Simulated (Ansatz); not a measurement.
Consider the substitution at a C–C bond: `O/C=C\CBr` + HI → `O/C=C\I` + `CBr`.

Calculated with Ansatz (gas phase, PBE0-D4/def2-TZVP geometries, no zero-point term in ΔE). CBS: MP2 limit from def2 TZ/QZ plus the TZ coupled-cluster correction, frozen cores. Double bonds are as drawn, so ΔE can hold a change between cis and trans. Functionals use def2-TZVPP. B3LYP here is the variant with VWN-RPA as its local correlation; programs differ in this. Elements past krypton have def2 core potentials. For Br, I outer-core shells are correlated without core-valence functions, which leaves a few kJ/mol of doubt a bond. Scalar relativity is left out up to krypton. Each species was taken in one conformer, which may not be the lowest.

`O/C=C\CBr`:

Z-matrix (Å, degrees):
```
C
Br 1 1.976
C 1 1.471 2 111.5
H 1 1.087 2 103.8 3 -121.8
H 1 1.086 2 105.1 3 122.3
C 3 1.330 1 123.7 2 107.1
H 3 1.083 1 118.7 2 -71.9
O 6 1.353 3 122.5 1 0.0
H 6 1.086 3 121.1 1 179.7
H 8 0.959 6 109.9 3 -179.4
```

HI:

Z-matrix (Å, degrees):
```
I
H 1 1.610
```

`O/C=C\I`:

Z-matrix (Å, degrees):
```
C
C 1 1.329
O 1 1.336 2 127.7
H 1 1.085 2 120.1 3 -180.0
I 2 2.075 1 121.2 3 -0.0
H 2 1.078 1 122.8 3 180.0
H 3 0.970 1 108.7 2 0.0
```

`CBr`:

```xyz
5

C    -0.149    0.056   -0.094
Br    1.408   -0.527    0.890
H    -0.884   -0.744   -0.065
H     0.158    0.263   -1.115
H    -0.532    0.952    0.385
```

| level | ΔE (kJ/mol) |
| --- | --- |
| ωB97X-V | 5.4 |
| ωB97M-V | 5.4 |
| B2PLYP | 3.3 |
| B3LYP | 5.6 |
| HF/def2-QZVPP | 12.2 |
| MP2/def2-QZVPP | -2.8 |
| SCS-MP2/def2-QZVPP | -0.5 |
| HF/CBS(def2) | 12.1 |

(1) What does CCSD(T)/CBS give? (Best estimate.)

Largest T1 diagnostic among the species: 0.011.

## Answers

(1) Ansatz gave: +1.0 kJ/mol. The listed levels differ from it by 4.4, 4.4, 2.3, 4.6, 11.2, -3.8, -1.5, 11.1 kJ/mol.

In def2-TZVPP, CCSD(T) changes the Hartree–Fock value by −8.3 kJ/mol (the triples alone add −2.8 kJ/mol) and MP2 by −13.3 kJ/mol.
